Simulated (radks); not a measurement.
Neutral erbium inside a hard spherical wall (all orbitals vanish at R), configuration held at [Xe] 4f12 6s2 and not refilled when levels cross. Method: scalar-relativistic Kohn-Sham, PBE, spin-polarised, spherical densities, finite nucleus; open shells are filled with parallel spins first (spin-orbit coupling, left out, can overturn this in heavy ions); Fermi nuclear charge, rms radius 5.2516 fm; computed with a radial shooting solver on a logarithmic mesh with Libxc functionals. Eigenvalues in eV for spin up, with the zero of energy where the potential of the charges vanishes at infinity; a dash marks a level that is unbound or too diffuse for the functional's potential to be trusted. A positive occupied level is held by the wall or, in an anion where self-interaction has pushed it up, behind a barrier. The pressure on the wall is -dE/dV.

R (bohr)  E (hartree)  kinetic (hartree)    e(5s)    e(5p)   e(6s)   e(4f)  e(6p, empty)  e(5d, empty)  pressure (GPa)
free      -13085.0621          14183.528  -52.257  -26.678  -3.857  -3.854             -             -               0
20        -13085.0621          14183.528  -52.257  -26.678  -3.857  -3.854        -1.140        -0.970        < 0.0001
15        -13085.0621          14183.528  -52.255  -26.676  -3.856  -3.852        -1.125        -0.965        0.000154
12        -13085.0618          14183.531  -52.227  -26.648  -3.834  -3.824        -1.039        -0.929         0.00506
8         -13085.0469          14183.631  -51.629  -26.058  -3.307  -3.239         0.074        -0.317           0.525
7         -13085.0231          14183.754  -51.060  -25.501  -2.697  -2.678         1.160         0.271            1.75
6         -13084.9618          14184.024  -50.066  -24.540  -1.388  -1.688         3.337         1.357            6.23
5         -13084.7943          14184.674  -48.318  -22.880   1.631   0.105         8.047         3.447            25.6
4         -13084.2637          14186.655  -44.840  -19.605   9.733   3.892        19.709         8.070             139
2.5       -13077.8921          14209.853  -23.807    2.878  78.497  28.990        103.74        40.206            4890
1.5       -13020.1299          14388.913   96.976   144.35  462.82  132.70        518.83        217.66          184000
